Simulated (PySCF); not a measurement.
Correlation energy of Al⁺ (aluminium, charge +1)

[Ne] 3s2, closed-shell 1S. All numbers are calculated (PySCF 2.14, the spin-free X2C one-electron Hamiltonian (Gaussian nucleus), in cc-pVDZ-DK (4s3p1d, 18 functions)). Frozen: [Ne]; 2 electrons correlated.

Total MP2 correlation energy: -24.97 mhartree.

Same-spin part 0.00 and opposite-spin part -24.97 mhartree; SCS-MP2 scales them by 1/3 and 6/5 to -29.97 mhartree.

With two correlated electrons CCSD is exact within the correlated space (frozen core and kept virtual orbitals).

| level | correlation energy (mhartree) |
| --- | --- |
| CCSD | -38.40 |

Diagnostics: T1 = 0.0075, D1 = 0.0105, largest double amplitude 0.114.

Cost of the coupled-cluster step: 0.05 s of wall time on 1 thread of Neoverse-V1 (shared host), for 2 correlated electrons.

Iterations:

```
CC2 = 0
CCSD nocc = 1, nmo = 13
frozen orbitals [0, 1, 2, 3, 4]
max_cycle = 100
direct = 0
conv_tol = 1e-08
conv_tol_normt = 1e-06
diis_space = 8
diis_start_cycle = 0
Init t2, MP2 energy = -242.128579951541  E_corr(MP2) -0.0249721829343938
Init E_corr(CCSD) = -0.0249721829344237
cycle = 1  E_corr(CCSD) = -0.0330155275076656  dE = -0.00804334457  norm(t1,t2) = 0.0510253
cycle = 2  E_corr(CCSD) = -0.0359888310156709  dE = -0.00297330351  norm(t1,t2) = 0.0231173
cycle = 3  E_corr(CCSD) = -0.038427591750806  dE = -0.00243876074  norm(t1,t2) = 0.0112794
cycle = 4  E_corr(CCSD) = -0.0383996165141214  dE = 2.79752367e-05  norm(t1,t2) = 0.000574828
cycle = 5  E_corr(CCSD) = -0.0384048197922374  dE = -5.20327812e-06  norm(t1,t2) = 5.95068e-05
cycle = 6  E_corr(CCSD) = -0.0384004370437039  dE = 4.38274853e-06  norm(t1,t2) = 1.5112e-05
cycle = 7  E_corr(CCSD) = -0.0384014619612985  dE = -1.02491759e-06  norm(t1,t2) = 4.34223e-06
cycle = 8  E_corr(CCSD) = -0.0384014366715139  dE = 2.52897846e-08  norm(t1,t2) = 1.93902e-07
cycle = 9  E_corr(CCSD) = -0.0384014292691545  dE = 7.40235941e-09  norm(t1,t2) = 7.36908e-08
CCSD converged
E(CCSD) = -242.1420091978755  E_corr = -0.03840142926915451
```
